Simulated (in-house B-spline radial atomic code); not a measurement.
**Ionising Bi43+ with different functionals**

Computed with a B-spline radial code for spherical atoms: four-component Dirac-Coulomb Hamiltonian, Fermi nucleus of rms radius 5.5211 fm, spin-restricted, spherical fractional occupations for the functionals. The ionisation energy is the difference of two self-consistent energies, [Kr] 4d4 → [Kr] 4d3, without Breit or QED terms; ε is the level of the shell that loses the electron (mean over j). The electron is taken from both j subshells in proportion to 2j + 1, so the result is a j average, not the step between ground levels.

```csv
method,rung,ΔSCF (eV),-ε(4d) (eV)
BP86,GGA,?,?
BLYP,GGA,2172.2,2140.1
AM05,GGA,?,?
PBEsol,GGA,2172.3,2140.3
```

What does BP86 give?

ΔSCF 2172.8 eV, and -ε(4d) = 2140.7 eV.

What does AM05 give?

ΔSCF 2172.5 eV, and -ε(4d) = 2140.4 eV.

How do they compare with the NIST value?

NIST lists 2190 eV ± 4 (tabulated theory, ground level to ground level). Errors run from -17.8 to -17.2 eV. The correlated functionals all miss on the same side by more than they spread, so the cause is common to them (Breit-QED terms, spin polarisation, the choice among j levels, multiplet and fine-structure energies, or a listed next ion that isn't the cheapest removal here) and closeness doesn't rank the functionals.
